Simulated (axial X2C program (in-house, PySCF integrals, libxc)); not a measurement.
What spin–orbit coupling does to NaSr

Computed with an in-house relativistic program for diatomic molecules. Spin-free means the one-electron spin-free X2C Hamiltonian; two-component (2c) means X2C with spin–orbit coupling and atomic mean-field two-electron Coulomb and Gaunt terms, so the difference of the two also holds small scalar two-electron terms. Basis: Sr dyall-cv3z [13s12p8d5f1g], Na dyall-cv3z [9s8p5d2f] (cores contracted in-house); Gaussian nuclei, density fitting, unrestricted open shells. Masses: Sr 87.906 u, Na 22.990 u.

Spin-free state: M_S = 1/2, Λ = 0 (beyond evenly filled blocks: σα); fragments Sr + Na.

| level | Re (Å) | ωe (cm⁻¹) | De (eV) | μ (D) |
| --- | --- | --- | --- | --- |
| PBE0 | 3.859 | 93.4 | 0.277 | 0.33 |
| HF | 4.281 | 54.2 | 0.049 | -0.60 |
| MP2 | 4.012 | 72.8 | 0.046 | n/a |
| CCSD | 3.951 | 84.6 | 0.174 | n/a |
| CCSD(T) | 3.939 | 86.7 | 0.195 | n/a |
| B97-3 | 3.842 | 97.4 | 0.309 | 0.02 |

Correlated methods: 3 electrons correlated (number of frozen shells: Sr 4 s, 3 p, 1 d; Na 2 s, 1 p), 285 virtual spin orbitals or spinors in MP2, 64 natural virtuals in coupled cluster.

Dipoles are positive if Na is the positive end.

Two-component determinant lowest at the distance of the search:

Ω = 1/2 (⟨Sz⟩ = 0.50, ⟨Lz⟩ = 0.00 at HF); fragments Sr + Na.

```
  level  Re (Å)  ωe (cm⁻¹)  De (eV)  μ (D)
   PBE0   3.859       93.4    0.277   0.33
     HF   4.283       54.0    0.049  -0.59
    MP2   4.012       73.0    0.046    n/a
   CCSD   3.952       84.7    0.174    n/a
CCSD(T)   3.939       86.8    0.195    n/a
  B97-3   3.842       97.4    0.309   0.02
```

(1) From the two tables, how do the constants change at the CCSD(T) level (2c against spin-free)?

One determinant describes the state; a PBE0 search over occupations chose it and may have missed a lower one. De is counted from the lowest determinant-based energies of the atoms at the same level, without counterpoise correction. Density functionals use the spin component along the axis (collinear). CCSD and (T) use frozen natural virtuals with an MP2 correction for the truncation; (T) itself is uncorrected, so its De runs slightly low. The outer-core s and p shells of the metal are frozen in the correlated rows, which leaves out core–valence correlation; for alkali and alkaline-earth bonds that tends to lengthen them. The determinant is spin-polarised beyond a pure state at some levels (its spin-free form has ⟨S²⟩ too high), which makes Re and μ there less reliable. The T1 diagnostic is large, a sign of multireference character. With the outer-core shells frozen, correlated bond lengths of heavy atoms tend to come out a few hundredths of an ångström too long.

Results:

(1) At the CCSD(T) level Re is unchanged within 0.001 Å and ωe is unchanged to within 0.2 cm⁻¹; De changes by 0.000 eV.
